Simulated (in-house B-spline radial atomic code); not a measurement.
Configurations of Ru+, with energies counted from [Kr] 4d7. All numbers are computed (scalar-relativistic (X2C) BHandHLYP, spin-polarised, spherical fractional occupations, exact exchange averaged over the configuration; Fermi nucleus of rms radius 4.4809 fm) with an all-electron radial atomic-structure program (B-spline basis), not measured. Shells without spins written out take the highest spin.

Occupations are held fixed; configurations that lie above the ionisation limit could autoionise.

```csv
configuration,E - E(ref) (eV),highest orbital,its <r> (bohr)
[Kr] 4d6 5p1,5.6871,5p up,3.68
[Ar] 3d10 4s2 4p5 4d7 5p1,49.163,5p up,3.649
[Ar] 3d10 4s2 4p5 4d7 5d1,54.186,5d up,5.964
```

Task: Order these further configurations by energy, lowest first.
A. [Kr] 4d6 5d1
B. [Ar] 3d10 4s2 4p5 4d8
C. [Kr] 4d6 5f1
D. [Kr] 4d6 5s1

Result: D (0.8004 eV), A (10.652 eV), C (13.87 eV), B (43.152 eV).
